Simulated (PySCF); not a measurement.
CF3CH2I, C2H2F3I.
Numbering: `[F:1][C:2]([F:3])([F:4])[CH2:5][I:6]` (hydrogens: H7, H8 on C5)

Geometry (PBE0-D3(BJ)/def2-SVP, Å), atoms numbered from 1 in this order:
```
atom  x, y, z in Å
F1    -1.1620    0.9745   -0.0693
C2    -0.3930   -0.1142   -0.1970
F3    -0.9504   -1.0887    0.5165
F4    -0.4138   -0.4761   -1.4764
C5     0.9996    0.2208    0.2812
I6     2.3752   -1.4073    0.1204
H7     1.3945    1.0494   -0.3179
H8     0.9547    0.5137    1.3366
```

The calculation used PySCF, PBE0-D3(BJ)/def2-SVP geometry optimisation, gas phase, def2 core potentials past Kr.

Masses are those of the commonest isotopes; rigid-rotor values at the optimised geometry. 

(1) What are A, B and C (MHz)?

(2) Classify the top.

(3) What does the inertial defect say?

(4) Give the other two planar moments, Paa and Pbb, and the rms extents of the mass along the axes.

(5) Which lines would a microwave search look for?

(6) Estimate the classical rotational partition function at 50 K, 200 K and 298.15 K.

Results:

(1) Ia = 94.44, Ib = 583.75, Ic = 586.90 u·Å²; 505379 MHz·u·Å²/I gives A = 5351, B = 865.7, C = 861.1 MHz.

(2) A near-prolate asymmetric top; Ray's κ = -0.998.

(3) Not planar: Δ = Ic − Ia − Ib = -91.30 u·Å². For a rigid frame Δ = −2 Σ m c², so Σ m c² = 45.65 u·Å² lies off the ab plane: 1.62 from hydrogen and 44.03 from heavier atoms. The atom farthest from that plane is 1.08 Å away.

(4) Paa = Σ m a² = (Ib + Ic − Ia)/2 = 538.10 and Pbb = Σ m b² = (Ia + Ic − Ib)/2 = 48.79 u·Å². With the mass M = 209.92 u, the rms extents √(P/M) along a, b and c are 1.60, 0.48, 0.47 Å.

(5) The dipole components are |μa| = 0.59 D, |μb| = 1.59 D, |μc| = 0.00 D; the mirror of this Cs structure is the ab plane, so μc vanishes by symmetry and there are no c-type lines. Intensities carry the squares of the components, which stand as 0.14 : 1.00 (a : b). Some lines, for components of 0.1 D or more:

| type | branch | J(Ka,Kc) | MHz | lower level (cm⁻¹) |
| --- | --- | --- | --- | --- |
| b | R | 3(0,3) ← 2(1,2) | 700 | 0.322 |
| b | Q | 1(1,0) ← 1(0,1) | 4490 | 0.058 |
| b | Q | 3(1,2) ← 3(0,3) | 4502 | 0.346 |
| b | Q | 5(1,4) ← 5(0,5) | 4523 | 0.864 |
| a | R | 3(1,3) ← 2(1,2) | 5174 | 0.322 |
| a | R | 3(1,2) ← 2(1,1) | 5187 | 0.323 |
| b | R | 1(1,1) ← 0(0,0) | 6212 | 0.000 |
| a | R | 4(3,1) ← 3(3,0) | 6907 | 1.693 |
| a | R | 4(1,3) ← 3(1,2) | 6917 | 0.496 |
| a | R | 5(1,5) ← 4(1,4) | 8623 | 0.725 |
| a | R | 5(0,5) ← 4(0,4) | 8634 | 0.576 |
| a | R | 5(4,1) ← 4(4,0) | 8634 | 2.971 |
| b | Q | 5(2,3) ← 5(1,4) | 13429 | 1.015 |
| b | Q | 4(2,2) ← 4(1,3) | 13440 | 0.726 |
| b | Q | 3(2,1) ← 3(1,2) | 13449 | 0.496 |
| b | Q | 4(2,3) ← 4(1,4) | 13486 | 0.725 |
| b | Q | 5(2,4) ← 5(1,5) | 13498 | 1.013 |
| b | R | 2(2,1) ← 1(1,0) | 16915 | 0.207 |
| b | R | 4(2,2) ← 3(1,3) | 20384 | 0.495 |
| b | Q | 4(3,1) ← 4(2,2) | 22439 | 1.175 |
| b | Q | 5(4,2) ← 5(3,3) | 31414 | 2.211 |
| b | Q | 4(4,0) ← 4(3,1) | 31414 | 1.923 |

(6) Point group Cs, symmetry number σ = 1; q = (√π/σ)·√((kT/h)³/(ABC)), k/h = 20836.6 MHz/K: 29800 at 50 K, 239000 at 200 K, 435000 at 298.15 K.

No PBE0-D3(BJ)/def2-SVP frequencies stand behind this structure, so it isn't proved a minimum. No vibrational averaging or centrifugal distortion is included, and the geometry carries the error of its method. Quadrupole hyperfine structure (127I) is left out.
